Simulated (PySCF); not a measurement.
**How exact exchange moves a shielding**

Molecule: SMILES [SiH3]S[SiH2]Cl, ClH$_{5}$SSi$_{2}$.

Molfile (atoms numbered from 1):
```
ClH5SSi2
     RDKit          3D

  9  8  0  0  0  0  0  0  0  0999 V2000
    0.5009    0.2710   -1.6988 Si  0  0  0  0  0  4  0  0  0  0  0  0
    2.1397    1.5979   -2.1762 S   0  0  0  0  0  0  0  0  0  0  0  0
    3.6859    0.5899   -1.1106 Si  0  0  0  0  0  4  0  0  0  0  0  0
    3.7849   -1.4054   -1.6592 Cl  0  0  0  0  0  0  0  0  0  0  0  0
   -0.7376    1.0760   -1.8882 H   0  0  0  0  0  0  0  0  0  0  0  0
    0.6185   -0.1802   -0.2806 H   0  0  0  0  0  0  0  0  0  0  0  0
    0.4832   -0.9106   -2.6046 H   0  0  0  0  0  0  0  0  0  0  0  0
    4.9616    1.2613   -1.4685 H   0  0  0  0  0  0  0  0  0  0  0  0
    3.4430    0.6155    0.3568 H   0  0  0  0  0  0  0  0  0  0  0  0
  1  2  1  0
  2  3  1  0
  3  4  1  0
  1  5  1  0
  1  6  1  0
  1  7  1  0
  3  8  1  0
  3  9  1  0
M  END
```

GIAO shieldings (ppm, equivalent atoms averaged) in PySCF on the PBE0-D3(BJ)/def2-SVP geometry, basis pcSseg-2, gas phase, non-relativistic:

| functional | exact exchange (%) | σ(Si3) | σ(Si1) | σ(S2) | σ(Cl4) |
| --- | --- | --- | --- | --- | --- |
| BLYP | 0 | 313.0 | 365.2 | 690.9 | 876.9 |
| BP86 | 0 | 323.6 | 376.0 | 711.1 | 886.0 |
| PBE | 0 | 325.2 | 378.1 | 714.1 | 886.4 |
| B3LYP | 20 | 327.7 | 377.9 | 718.3 | 901.2 |
| mPW1PW91 | 25 | 342.2 | 391.7 | 743.8 | 915.2 |
| BHandHLYP | 50 | 350.4 | 397.0 | 751.7 | 930.7 |
| HF | 100 | 393.3 | 432.5 | 802.7 | 971.7 |

**Question.** Fit each shielding as a line in the percentage of exact exchange.

**Answer.** σ(Si3) = 319.4 + 0.72 x (rms 5.1 ppm); σ(Si1) = 372.1 + 0.58 x (rms 5.1 ppm); σ(S2) = 706.3 + 0.97 x (rms 9.0 ppm); σ(Cl4) = 884.9 + 0.89 x (rms 4.5 ppm). The functionals also differ in their semilocal parts, which the line can't hold; Hartree–Fock has no correlation at all.

**Question.** What does the line predict for PBE0 (25 %), and what does the run give?

**Answer.** σ(Si3): 337.4 predicted, 343.5 computed; σ(Si1): 386.6 predicted, 393.5 computed; σ(S2): 730.5 predicted, 746.2 computed; σ(Cl4): 907.1 predicted, 915.8 computed ppm.
